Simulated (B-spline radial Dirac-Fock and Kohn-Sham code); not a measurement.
**Energy-loss ionisation edge N3 of Ag**

System: the free silver atom, [Kr] 4d10 5s1. The computed values come from a radial atomic solver: the first Born approximation with generalised oscillator strengths from a Dirac-Hartree-Slater potential (longitudinal and transverse terms; continuum final states only, so no white lines or fine structure). The edge is taken at 62.36 eV (orbital energy of the model).

Partial cross sections σ(β, Δ) in barn, integrated over a window Δ above the edge and up to the collection semi-angle β, for parallel illumination:

```tsv
E₀ (kV)	β (mrad)	Δ = 25 eV	Δ = 50 eV	Δ = 100 eV	Δ = 200 eV	Δ = 300 eV
60	20	?	?	?	?	?
60	50	49600	81800	107000	123000	129000
80	5	18300	23300	27000	30000	31200
80	10	25500	34300	40100	44600	46500
80	20	34700	51800	62400	68800	71600
80	100	40500	67100	89700	106000	114000
120	10	21700	29900	35200	39200	40900
120	20	28200	43500	53500	59300	61800
200	5	13700	18000	21100	23700	24800
200	10	18400	26300	31300	34800	36400
200	20	22000	34900	44500	50100	52300
200	50	22700	37000	49200	57900	62200
300	50	18700	30400	40300	47500	51100
300	100	18700	30400	40300	47500	51100
```

Q: Give the row for 60 kV and 20 mrad.

A: 40300 b for 25 eV, 58700 b for 50 eV, 69900 b for 100 eV, 77000 b for 200 eV, 80200 b for 300 eV.
